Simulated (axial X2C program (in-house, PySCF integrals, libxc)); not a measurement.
## Correcting the dissociation energy of MnBr for spin–orbit coupling

A spin-free CCSD(T) curve (one-electron X2C) was computed with an axial X2C code built on PySCF integrals, basis Br dyall-cv3z [8s9p6d4f1g], Mn dyall-cv3z [9s10p6d3f2g] (cores contracted in-house), for the state M_S = 3, Λ = 0 (beyond evenly filled blocks: 2 × σα, π+α, π-α, δ+α, δ-α). It gives D0 = 2.864 eV to Br + Mn, which in a spin-free picture are the weighted means of the ground terms.

Correlated methods: 14 electrons correlated (number of frozen shells: Br 3 s, 2 p, 1 d; Mn 3 s, 2 p), 276 virtual spin orbitals or spinors in MP2, 90 natural virtuals in coupled cluster.

Measured levels of the ground terms (NIST Handbook of Basic Atomic Spectroscopic Data), in cm⁻¹: Br 2P: J = 3/2 at 0, J = 1/2 at 3685.2; Mn 6S: J = 5/2 at 0.

The molecular state has Λ = 0, so it has no first-order lowering.

Task: How far does each ground level lie under the (2J+1)-weighted mean of its term?

Result: Br: (4 × 0 + 2 × 3685.2)/6 = 1228 cm⁻¹; Mn: a single level, 0.

Task: Correct D0.

Result: D0 = 2.864 + (0 − 1228)/8065.5 = 2.712 eV at CCSD(T) with these spin–orbit terms. The direct two-component run gives 2.720 eV; the difference holds second-order terms in the molecule, scalar two-electron terms, the gap between measured and computed atomic splittings (a 2c atom can miss part of its lowering) and, in coupled cluster, the truncation of each run.

Second-order spin–orbit effects in the molecule, which grow quickly with Z, are left out. The state is one determinant whose occupation by symmetry is held fixed; it was picked as the lowest of a PBE0 search that is not exhaustive. Dissociation energies refer to the lowest single-determinant-based atoms at the same level and basis. CCSD and (T) use frozen natural virtuals with an MP2 correction for the truncation; (T) itself is uncorrected, so its De runs slightly low. Other states lie close and PBE0, whose exact exchange favours high spin, may order them wrongly; the determinant shown need not be the ground state. The nearest other spin-free determinant of the search, M_S = 2, Λ = 0, lies 0.64 eV up at the distance of the search.
